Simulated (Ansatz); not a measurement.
Reaction (redistribution): `[NH2][Zr]([NH2])([Cl])[Cl]` + `OCB(O)O` → `[NH2][Zr]([OH])([Cl])[Cl]` + `NCB(O)O`

Program: Ansatz. Geometries: PBE0-D4/def2-TZVP. ΔE: electronic, gas phase. CCSD(T)/CBS adds triple-zeta CCSD(T) − MP2 to the extrapolated MP2 energy (def2 sets, frozen cores). Functionals use def2-TZVPP. B3LYP here is the variant with VWN-RPA as its local correlation; programs differ in this. Elements past krypton have def2 core potentials. For Zr outer-core shells are correlated without core-valence functions, which leaves a few kJ/mol of doubt a bond. One conformer a species, not always the lowest.

Task: Is it downhill or uphill in electronic energy at CCSD(T)/CBS, and by how much? (An estimate is asked.)

Result: Computed: Downhill: ΔE = -84.4 kJ/mol.

Task: What do these levels give: PBE-D4, PBE0-D4, B3LYP-D4, PBE, r2SCAN, SCS-MP2/def2-QZVPP? (An estimate is asked.)

Result: Computed: PBE-D4 -83.4, PBE0-D4 -83.9, B3LYP-D4 -82.4, PBE -83.6, r2SCAN -84.1, SCS-MP2/def2-QZVPP -86.0 kJ/mol.

Largest T1 diagnostic among the species: 0.016.
